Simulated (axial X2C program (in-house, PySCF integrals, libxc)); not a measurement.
# RuH: nuclear properties from DFT to coupled cluster

Calculated with an in-house all-electron X2C program for linear molecules (integrals from PySCF): two-component X2C with atomic mean-field Coulomb and Gaunt terms, Gaussian nuclei, basis Ru dyall-acv3z, H dyall-av3z with contracted cores.

R = 1.584 Å (near the PBE0 minimum at charge 0 of the determinant lowest at the starting distance; the state shown can have its own minimum elsewhere); state Ω = 3/2 (⟨Sz⟩ = 1.49, ⟨Lz⟩ = 0.01 at PBE0).

| level | Eeff magnitude (GV/cm) | Ws magnitude Ru (kHz) | A∥/gI Ru (MHz) | qzz Ru (a.u.) | A∥/gI H (MHz) | μ (D) |
| --- | --- | --- | --- | --- | --- | --- |
| PBE0 | 0.324 | 0.0805 | 904 | -4.02 | -5.65 | -2.24 |
| HF | 0.288 | 0.0612 | 551 | -4.18 | -17.1 | -3.25 |
| B3LYP | 0.213 | 0.0461 | 955 | -4.00 | -4.95 | -2.12 |

Eeff is the effective electric field on the electron electric dipole moment in this Ω state and Ws the scalar–pseudoscalar constant of the nucleus named (defined with the proton number Z and per Ω); A∥ (defined per Ω) follows by multiplying with gI = μI/(I μN); qzz is the electric field gradient, eQq0 = 234.96 MHz × Q/barn × qzz; μ is positive if the H end (last atom) is positive. The operators were transformed with the bare-nucleus X2C matrices; with these basis sets, hyperfine constants and field gradients can be off by tens of per cent, and where levels differ in sign neither size nor sign is settled.

Finite-field MP2, CCSD and CCSD(T), with 17 electrons correlated in 130 natural virtual spinors (MP2 remainder added):

```json
{"level": "MP2", "Eeff magnitude (GV/cm)": "0.232", "Ws magnitude Ru (kHz)": "0.0299", "A∥/gI Ru (MHz)": "826", "qzz Ru (a.u.)": "-3.94", "A∥/gI H (MHz)": "-4.18", "μ (D)": "-2.33"}
{"level": "CCSD", "Eeff magnitude (GV/cm)": "0.272", "Ws magnitude Ru (kHz)": "0.0555", "A∥/gI Ru (MHz)": "802", "qzz Ru (a.u.)": "-3.97", "A∥/gI H (MHz)": "-5.56", "μ (D)": "-2.47"}
{"level": "CCSD(T)", "Eeff magnitude (GV/cm)": "0.19", "Ws magnitude Ru (kHz)": "0.0324", "A∥/gI Ru (MHz)": "827", "qzz Ru (a.u.)": "-3.90", "A∥/gI H (MHz)": "-4.59", "μ (D)": "-2.28"}
```

T1 = 0.026 (Lee–Taylor). One unrestricted determinant, the lowest of a limited PBE0 search, is the reference; the functionals treat spin collinearly. With several open shells it need not be a pure state. Correlation of the inner shells is missing, which matters for properties at the nucleus. Number of frozen shells: Ru 3 s, 2 p, 1 d; H none.

Task: By how much does correlation change each value, CCSD(T) against HF?

Result: Eeff magnitude -34 %; Ws magnitude Ru -47 %; A∥/gI Ru 50 %; qzz Ru -7 %; A∥/gI H -73 %; μ -30 %.
